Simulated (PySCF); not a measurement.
CH4BrGaO. Atoms are numbered in the order given.

```xyz
8

Ga    -0.8437    -0.4987     0.0000
H     -2.3872    -0.5556     0.0000
Br     0.3663     1.4585     0.0000
O      0.1102    -1.9948     0.0000
C      1.5207    -2.1045     0.0000
H      1.8454    -2.6641     0.8939
H      1.8454    -2.6641    -0.8939
H      2.0264    -1.1222     0.0000
```
Charge 0, spin multiplicity 1.

Geometry optimised at TPSSh-D3(BJ)/def2-SVP. The structure was generated by enumeration; whether it is a known compound was not checked. Other conformers were not sampled.

Computed with PySCF with PBE0/def2-TZVP.

Isolated molecule, no solvent.

The total energy is -4614.18065 hartree and the point group is Cs. The highest occupied level comes out as -8.14 eV, the lowest empty level comes out as -1.21 eV and the orbital gap is 6.92 eV. The dipole moment comes out as 0.69 D and the quadrupole, principal values (traceless, Buckingham form, about the centre of nuclear charge) is -7.12, 3.17, 3.95 D·Å. The mean static polarisability comes out as 62.8 bohr³ (9.31 Å³). The polarisability, principal values comes out as 47.2, 67.2, 74.1 bohr³.
